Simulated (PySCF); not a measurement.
## Magnetisability: `CC(C)C(C)(C)N`, C6H15N

Geometry:
| atom | x (Å) | y (Å) | z (Å) |
| --- | --- | --- | --- |
| C1 | 1.313 | -1.273 | 0.791 |
| C2 | 0.840 | 0.104 | 0.321 |
| C3 | 1.615 | 0.492 | -0.939 |
| C4 | -0.707 | 0.186 | 0.150 |
| C5 | -1.110 | 1.571 | -0.370 |
| C6 | -1.253 | -0.882 | -0.799 |
| N7 | -1.403 | 0.017 | 1.424 |
| H8 | 1.198 | -2.012 | 0.002 |
| H9 | 0.761 | -1.611 | 1.666 |
| H10 | 2.367 | -1.228 | 1.060 |
| H11 | 1.097 | 0.829 | 1.106 |
| H12 | 1.347 | -0.152 | -1.772 |
| H13 | 1.427 | 1.524 | -1.220 |
| H14 | 2.682 | 0.382 | -0.758 |
| H15 | -2.185 | 1.684 | -0.259 |
| H16 | -0.855 | 1.688 | -1.419 |
| H17 | -0.621 | 2.356 | 0.203 |
| H18 | -1.056 | -1.881 | -0.420 |
| H19 | -2.330 | -0.759 | -0.881 |
| H20 | -0.816 | -0.788 | -1.788 |
| H21 | -1.261 | -0.914 | 1.796 |
| H22 | -1.062 | 0.686 | 2.106 |

Level of theory: PySCF, GIAO PBE0/pcSseg-1 magnetisability, rotational g tensor and spin-rotation constants, non-relativistic, gas phase. Geometry: GFN2-xTB.

Problem. How diamagnetic is it, and how anisotropic?

Solution. Isotropic -1474 × 10⁻³⁰ J/T², or -88.8 × 10⁻⁶ cm³/mol; principal values -1512, -1477, -1433 × 10⁻³⁰ J/T², anisotropy 68 × 10⁻³⁰ J/T² (root of half the summed squared differences of the principal values). The susceptibility is in cgs units.

Problem. Split it along the inertial axes a, b, c into diamagnetic and paramagnetic parts about the centre of mass, with the quadrupole moment.

Solution. 
| axis | χ (10⁻⁶ cm³/mol) | diamagnetic (10⁻⁶ cm³/mol) | paramagnetic (10⁻⁶ cm³/mol) | summed x² of all electrons (Å²) | quadrupole Θ (D Å) |
| --- | --- | --- | --- | --- | --- |
| a | -87.3 | -538.3 | 451.0 | 114.4 | -5.60 |
| b | -90.7 | -695.4 | 604.7 | 77.4 | +2.21 |
| c | -88.4 | -813.8 | 725.4 | 49.5 | +3.39 |

Anisotropies 2χaa − χbb − χcc = +4.5 and 2χbb − χaa − χcc = -5.6 × 10⁻⁶ cm³/mol. Θ is traceless in Buckingham's convention.

Problem. And the rotational g tensor?

Solution. 
```
axis  rotational constant (GHz)        g  nuclear part  electronic part
   a                     3.0825  +0.0079        0.6610          -0.6531
   b                     2.2071  +0.0044        0.6314          -0.6270
   c                     1.8371  +0.0011        0.6272          -0.6261
```
Asymmetric top; isotopes 12C, 1H, 14N; no vibrational averaging.
